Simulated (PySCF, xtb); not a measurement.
Si(Cl)(H)(SH)2 (ClH3S2Si), SMILES S[SiH](S)Cl.

The structure is a stationary point at PBE-D3(BJ)/def2-SVP. Other conformers were not sampled.

Calculation: PySCF with C-PCM-PBE0/def2-SVP.

The values are the electrostatic part of the solvation free energy, E(continuum) − E(gas) at the gas-phase geometry, in a cavity of scaled van der Waals radii (PySCF's table); cavitation and dispersion terms are not included. In vacuum the orbital gap is 7.60 eV. The dipole moment in vacuum is 1.60 D.

| solvent | ε | ΔG(elec) (kcal/mol) | dipole (D) | gap (eV) |
|---|---|---|---|---|
| water | 78.36 | -4.2 | 2.20 | 7.67 |
| tetrahydrofuran | 7.43 | -3.6 | 2.11 | 7.66 |
| n-hexane | 1.88 | -1.8 | 1.85 | 7.64 |

For comparison, GFN2-xTB/ALPB(water) (xtb, at the GFN2-xTB geometry, all terms of that model) gives -1.9 kcal/mol.
